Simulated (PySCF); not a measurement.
Computed properties of ClGeH5N2, SMILES [NH2][GeH]([NH2])[Cl]

Ge(H)(Cl)(NH2)2 (ClGeH5N2), SMILES [NH2][GeH]([NH2])[Cl]. Geometry optimised at r2SCAN-D4/def2-SVP. The structure was generated by enumeration, and PubChem lists no compound with its InChIKey, so it may never have been made. The values are those of a single conformer. All values are computed for the isolated molecule unless a solvent is named; none is compared with measurement here.

**Structure.** All 21 harmonic modes at r2SCAN-D4/def2-SVP (PySCF) are real, so it is a minimum. With heavy atoms numbered as in [GeH:1]([NH2:2])([NH2:3])[Cl:4], the shortest bond between them is Ge1–N2 at 1.811 Å and the longest Ge1–Cl4 at 2.188 Å.

**Vibrations.** The strongest infrared lines (harmonic, unscaled, degenerate partners summed) lie at 540 cm⁻¹ (228 km/mol, H 69 %, N 30 %), 517 cm⁻¹ (197 km/mol, H 75 %, N 24 %), 2143 cm⁻¹ (148 km/mol, H 99 %). The softest mode is at 157 cm⁻¹ and the zero-point energy is 38.3 kcal/mol.

**Electronic structure.** B3LYP/def2-TZVP (PySCF) places the frontier levels at -7.50 and 0.09 eV, a gap of 7.59 eV, and gives a dipole moment of 1.90 D and a mean polarisability of 56.5 bohr³. PBE/def2-TZVP (PySCF) at the same geometry gives -6.29 and -0.53 eV, so its gap is 1.83 eV narrower. An orbital gap is neither the optical nor the fundamental gap.

**Excitations.** TDA-CAM-B3LYP/def2-SVPD (PySCF) has S1 at 6.84 eV (181 nm, f = 0.044, weak); the most intense of the 10 singlets computed lies at 8.04 eV (f = 0.08). T1 (TDA) is at 6.29 eV, 0.55 eV under S1. TDA-PBE/def2-SVPD (PySCF) puts S1 at 5.85 eV. No vertical singlet excitation falls in the visible range (under 3.1 eV).

**NMR.** GIAO shifts at B3LYP/pcSseg-1 (PySCF) (non-relativistic, atoms alike by connectivity averaged): ¹H from 0.9 to 6.3 ppm against TMS. Without spin–orbit terms, shifts of atoms bonded to Cl or Br come out too high.
